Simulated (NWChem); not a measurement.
System: CH4O3Si; SMILES C1O[SiH](O1)O

Here is an NWChem input.

```
start job
memory heap 200 mb stack 900 mb global 1100 mb
geometry units angstroms noautosym nocenter noautoz
  O      0.402259    -1.922260     0.000000
  Si    -0.450034    -0.504280     0.000000
  O      0.004010     0.704811    -1.116892
  C      0.277845     1.565324     0.000000
  O      0.004010     0.704811     1.116892
  H      1.372968    -1.838071     0.000000
  H     -1.868023    -0.949322     0.000000
  H     -0.400322     2.450244     0.000000
  H      1.340717     1.904676     0.000000
end
basis spherical
  * library 6-31g*
end
dft
  xc xpbe96 cpbe96
  iterations 150
end
property
  efieldgrad
end
task dft property
```

NWChem printed, in part:

```
             Northwest Computational Chemistry Package (NWChem) 7.3.0
             --------------------------------------------------------

                             Geometry "geometry" -> ""
                             -------------------------

 Output coordinates in angstroms (scale by  1.889725989 to convert to a.u.)

  No.       Tag          Charge          X              Y              Z
 ---- ---------------- ---------- -------------- -------------- --------------
    1 O                    8.0000     0.40225900    -1.92226000     0.00000000
    2 Si                  14.0000    -0.45003400    -0.50428000     0.00000000
    3 O                    8.0000     0.00401000     0.70481100    -1.11689200
    4 C                    6.0000     0.27784500     1.56532400     0.00000000
    5 O                    8.0000     0.00401000     0.70481100     1.11689200
    6 H                    1.0000     1.37296800    -1.83807100     0.00000000
    7 H                    1.0000    -1.86802300    -0.94932200     0.00000000
    8 H                    1.0000    -0.40032200     2.45024400     0.00000000
    9 H                    1.0000     1.34071700     1.90467600     0.00000000

 Effective nuclear repulsion energy (a.u.)     250.4951283190

  pbe96 is a nonlocal functional; adding pw91lda local functional.
                              NWChem Property Module
                              ----------------------

  itol2e modified to match energy
  convergence criterion.

                                 NWChem DFT Module
                                 -----------------

 Summary of "ao basis" -> "ao basis" (spherical)
 ------------------------------------------------------------------------------
       Tag                 Description            Shells   Functions and Types
 ---------------- ------------------------------  ------  ---------------------
 O                           6-31g*                  6       14   3s2p1d
 Si                          6-31g*                  8       18   4s3p1d
 C                           6-31g*                  6       14   3s2p1d
 H                           6-31g*                  2        2   2s

  itol2e modified to match energy
  convergence criterion.

            General Information
            -------------------
          SCF calculation type: DFT
          Wavefunction type:  closed shell.
          No. of atoms     :     9
          No. of electrons :    48
           Alpha electrons :    24
            Beta electrons :    24
          Charge           :     0
          Spin multiplicity:     1
          Use of symmetry is: off; symmetry adaption is: off
          Maximum number of iterations: 150
          AO basis - number of functions:    82
                     number of shells:    40
          Convergence on energy requested:  1.00D-07
          Convergence on density requested:  1.00D-05
          Convergence on gradient requested:  5.00D-04

              XC Information
              --------------
          PerdewBurkeErnzerhof Exchange Functional  1.000
            Perdew 1991 LDA Correlation Functional  1.000 local
           PerdewBurkeErnz. Correlation Functional  1.000 non-local

             Grid Information
             ----------------
          Grid used for XC integration:  fine
          Radial quadrature: Mura-Knowles
          Angular quadrature: Lebedev.
          Tag              B.-S. Rad. Rad. Pts. Rad. Cut. Ang. Pts.
          ---              ---------- --------- --------- ---------
          O                   0.60       70          11.0       590
          Si                  1.10      123           9.0       770
          C                   0.70       70          10.0       590
          H                   0.35       60          11.0       590
          Grid pruning is: on
          Number of quadrature shells:   643
          Spatial weights used:  Erf1

      Superposition of Atomic Density Guess
      -------------------------------------

 Sum of atomic energies:        -552.73354852

[...]

          -----------------------
          Electric field gradient
          -----------------------

 1 a.u. = 0.324123 10**(16) esu/cm**3  ( or statvolts/cm**2 ) = 0.97174 10**(22) v/m**2

 ------------------------------------------------------------
   Atom      X         Y         Z
 ------------------------------------------------------------
    1 O    0.76016  -3.63254   0.00000
 ------------------------------------------------------------

 Electric field gradient in molecular frame (a.u.)
         XX             YY             ZZ             XY             XZ             YZ
 ------------------------------------------------------------------------------------------
       -1.211038       0.295913       0.915125       0.272524       0.000000       0.000000

 Principal components (a.u.) and orientation
 of principal axis w.r.t. absolute frame                      Asymmetry parameter eta
 --------------------------------------------------------------------------------------
       -1.258808       0.915125       0.343684                       0.453954

        0.984982       0.000000       0.172656
       -0.172656       0.000000       0.984982
       -0.000000       1.000000      -0.000000

 ------------------------------------------------------------
   Atom      X         Y         Z
 ------------------------------------------------------------
    2 Si  -0.85044  -0.95295   0.00000
 ------------------------------------------------------------

 Electric field gradient in molecular frame (a.u.)
         XX             YY             ZZ             XY             XZ             YZ
 ------------------------------------------------------------------------------------------
        0.433776       0.053493      -0.487270       0.141851      -0.000000      -0.000000

 Principal components (a.u.) and orientation
 of principal axis w.r.t. absolute frame                      Asymmetry parameter eta
 --------------------------------------------------------------------------------------
       -0.487270       0.480859       0.006410                       0.973688

        0.000000       0.949085      -0.315020
        0.000000       0.315020       0.949085
        1.000000      -0.000000      -0.000000

 ------------------------------------------------------------
   Atom      X         Y         Z
 ------------------------------------------------------------
    3 O    0.00758   1.33190  -2.11062
 ------------------------------------------------------------

 Electric field gradient in molecular frame (a.u.)
         XX             YY             ZZ             XY             XZ             YZ
 ------------------------------------------------------------------------------------------
        0.932553      -0.767864      -0.164689      -0.639587      -0.184362      -0.674880

 Principal components (a.u.) and orientation
 of principal axis w.r.t. absolute frame                      Asymmetry parameter eta
 --------------------------------------------------------------------------------------
       -1.382452       1.147670       0.234781                       0.660341

        0.267575       0.944030      -0.192902
        0.825023      -0.327889      -0.460244
        0.497735       0.035999       0.866582

 ------------------------------------------------------------
   Atom      X         Y         Z
 ------------------------------------------------------------
    4 C    0.52505   2.95803   0.00000
 ------------------------------------------------------------

 Electric field gradient in molecular frame (a.u.)
         XX             YY             ZZ             XY             XZ             YZ
 ------------------------------------------------------------------------------------------
        0.315236      -0.003316      -0.311921      -0.114863      -0.000000       0.000000

 Principal components (a.u.) and orientation
 of principal axis w.r.t. absolute frame                      Asymmetry parameter eta
 --------------------------------------------------------------------------------------
        0.352333      -0.311921      -0.040413                       0.770599

        0.951601      -0.000000       0.307336
       -0.307336      -0.000000       0.951601
       -0.000000       1.000000       0.000000

 ------------------------------------------------------------
   Atom      X         Y         Z
 ------------------------------------------------------------
    5 O    0.00758   1.33190   2.11062
 ------------------------------------------------------------

 Electric field gradient in molecular frame (a.u.)
         XX             YY             ZZ             XY             XZ             YZ
 ------------------------------------------------------------------------------------------
        0.932553      -0.767864      -0.164689      -0.639587       0.184362       0.674880

 Principal components (a.u.) and orientation
 of principal axis w.r.t. absolute frame                      Asymmetry parameter eta
 --------------------------------------------------------------------------------------
       -1.382452       1.147670       0.234781                       0.660341

        0.267575       0.944030       0.192902
        0.825023      -0.327889       0.460244
       -0.497735      -0.035999       0.866582

 ------------------------------------------------------------
   Atom      X         Y         Z
 ------------------------------------------------------------
    6 H    2.59453  -3.47345   0.00000
 ------------------------------------------------------------

 Electric field gradient in molecular frame (a.u.)
         XX             YY             ZZ             XY             XZ             YZ
 ------------------------------------------------------------------------------------------
       -0.432138       0.201185       0.230953      -0.050441      -0.000000       0.000000

[...]
```

Level: PBE/6-31G* (spherical d). Structure relaxed at the PBE-D3(BJ)/def2-SVP level. NWChem prints the field gradient with the sign opposite to the second derivative of the potential.
